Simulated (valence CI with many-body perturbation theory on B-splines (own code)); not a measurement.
Values are calculated unless marked as measured or tabulated.
**Sensitivity of CI+MBPT for Ag33+**

Method: valence CI with perturbative core correlation (CI+MBPT): four valence electrons over a frozen Dirac-Fock core [Ne], a basis of 6 s, 6 p, 5 d, 3 f, 1 g functions for each j, with the one-electron correlation potential Σ1, the two-electron term Σ2, the three-electron term Σ3, Breit, model QED; selected CI, second order for the rest, scaled by the run's own slope (own B-spline code, finite nucleus).

The last digits are not significant, and no measured levels were compared; by estimate large intervals hold to a few tenths of a per cent, small ones and those within an open d or f shell to about a per cent.

The reference run has the lowest level (3s^2 3p1/2^2) J=0 and an ionisation energy of 2075.48 eV. Its largest variational space holds 10000 state functions.

Levels are named by their leading jj configuration (3d3/2^4 stands for four electrons in 3d with j = 3/2), which in mixed levels can hold well under half, so a name can repeat and another be missing. Letters in brackets count levels of one name in rising energy.

Changed runs:
A. scale of Σ2 1 → 0.5
B. Breit term on → off; Davidson tolerance 2e-05 → 0.001
C. correlating orbitals by l 3 3 3 2 1 → 5 3 3 1 3
D. box radius (bohr) 2.4791 → 0.36 (bad on purpose)

Excitation energies of the reference run in cm⁻¹, and shifts in cm⁻¹:

| Level | Reference | A | B | C |
| --- | --- | --- | --- | --- |
| (3s^2 3p1/2 3p3/2) J=1 | 293387 | -226 | +5357 | +2.0 |
| (3s^2 3p1/2 3p3/2) J=2 | 335852 | -128 | +6265 | +4.0 |
| (3s^2 3p3/2^2) J=2 | 660209 | -311 | +11171 | +7.3 |
| (3s^2 3p3/2^2) J=0 | 755907 | -73 | +10275 | +14 |
| (3s 3p1/2^2 3p3/2) J=2 | 947737 | -507 | +1052 | -11 |
| (3s 3p1/2^2 3p3/2) J=1 | 1084060 | +234 | +1212 | +15 |
| (3s 3p1/2 3p3/2^2) J=2 [a] | 1215960 | -700 | +5854 | +3.7 |
| (3s^2 3p1/2 3d3/2) J=2 | 1271530 | +299 | +8495 | +49 |
| (3s 3p1/2 3p3/2^2) J=3 | 1287000 | -478 | +7892 | +12 |
| (3s 3p1/2 3p3/2^2) J=0 | 1383430 | -151 | +5238 | +13 |
| (3s 3p1/2 3p3/2^2) J=1 [a] | 1404180 | +701 | +6225 | +27 |
| (3s 3p1/2 3p3/2^2) J=2 [b] | 1430720 | +554 | +9186 | +37 |
| Ionisation energy (eV) | 2075.48 | +0.026 | +1.82 | -0.003 |

Run D: It gave no result. The program said: "need at least one array to concatenate".
